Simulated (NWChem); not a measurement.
## H4OSi

```xyz
6

Si     0.5275    -0.0898     0.0000
O     -1.0959     0.2835     0.0000
H      0.9203    -0.8819    -1.2089
H      1.2536     1.2083     0.0000
H      0.9203    -0.8819     1.2089
H     -1.7115    -0.4547     0.0000
```
Charge 0, spin multiplicity 1.

Everything below was run with NWChem. Structure: optimised with PBE0/def2-SVP, a minimum by its harmonic frequencies.

Symmetry labels belong to the abelian group Cs used in the runs, with the axes of the coordinates shown.

B3LYP has NWChem's definition, with VWN1-RPA local correlation. The structure started from a generated list of species.

List the lowest 6 singlet excitations that TD-B3LYP/aug-cc-pVDZ, VWN1-RPA local correlation gives, with oscillator strengths.


| state | symmetry | energy (eV) | wavelength (nm) | f |
|---|---|---|---|---|
| 1 | a" | 6.59 | 188 | 0.003 |
| 2 | a' | 7.37 | 168 | 0.008 |
| 3 | a" | 7.61 | 163 | 0.049 |
| 4 | a" | 8.15 | 152 | 0.021 |
| 5 | a' | 8.28 | 150 | 0.067 |
| 6 | a" | 8.31 | 149 | 0.012 |
